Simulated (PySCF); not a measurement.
Electronic structure of Sb⁺ (antimony, charge +1) at the UHF level

Configuration: [Kr] 4d10 5s2 5p2, high-spin 3P determinant. All numbers are calculated (PySCF 2.14, scalar relativity by spin-free X2C-1e, in aug-cc-pVTZ-DK3 (8s7p5d2f, 68 functions)).

```json
{"Total energy": "-6477.394768 hartree", "One-electron energy": "-8883.4783 hartree", "Hartree (Coulomb) energy": "2575.3475 hartree", "Exchange energy": "-169.2640 hartree", "⟨S²⟩": "2.0098", "⟨L²⟩": "2.027", "Sum of ⟨r⟩": "33.33 bohr", "Sum of ⟨r²⟩": "48.31 bohr²", "Traceless quadrupole moment −½Σ⟨3z² − r²⟩ along its main axis": "3.33 e·bohr²", "Langevin diamagnetic susceptibility": "-38.3 ×10⁻⁶ cm³/mol"}
```

| shell | electrons | mean orbital energy (eV) | spread (eV) | rms radius, mean of both spins (bohr) |
| --- | --- | --- | --- | --- |
| 1s α | 1 | -30646.8 | 0 | 0.0325 |
| 1s β | 1 | -30646.7 | 0 | 0.0325 |
| 2s α | 1 | -4766.2 | 0 | 0.133 |
| 2s β | 1 | -4766.1 | 0 | 0.133 |
| 2p α | 3 | -4275.7 | 0.023 | 0.118 |
| 2p β | 3 | -4275.6 | 0.074 | 0.118 |
| 3s α | 1 | -982.22 | 0 | 0.351 |
| 3s β | 1 | -982.13 | 0 | 0.351 |
| 3p α | 3 | -817.94 | 0.029 | 0.352 |
| 3p β | 3 | -817.80 | 0.228 | 0.352 |
| 3d α | 5 | -566.49 | 0.139 | 0.331 |
| 3d β | 5 | -566.45 | 0.197 | 0.331 |
| 4s α | 1 | -185.05 | 0 | 0.843 |
| 4s β | 1 | -184.79 | 0 | 0.843 |
| 4p α | 3 | -132.21 | 0.092 | 0.912 |
| 4p β | 3 | -131.90 | 0.572 | 0.912 |
| 4d α | 5 | -52.753 | 0.414 | 1.11 |
| 4d β | 5 | -52.506 | 0.659 | 1.11 |
| 5s α | 1 | -26.699 | 0 | 2.36 |
| 5s β | 1 | -22.301 | 0 | 2.36 |
| 5p α | 2 | -16.391 | 0 | 2.85 |

Densities and radii are taken from the X2C orbitals without a picture-change correction, which distorts them close to the nucleus.

Spin-orbit constants ζ (cm⁻¹) from the X2C one-electron operator on these orbitals: bare nucleus, nucleus screened by l(l+1)(2l+1)/3 electrons, and screened by the Breit-Pauli mean field of the electrons.

```csv
shell,bare,screened nucleus,mean field
2p,1347000,1295000,n/a
3p,251800,241900,n/a
3d,37980,30530,n/a
4p,43960,42230,n/a
4d,4765,3831,n/a
5p,3517,3379,n/a
```

To first order the Landé constant is A = 1689 cm⁻¹, so the lowest level has J = 0 and lies 0.419 eV below the centre of the term. This holds in LS coupling only.
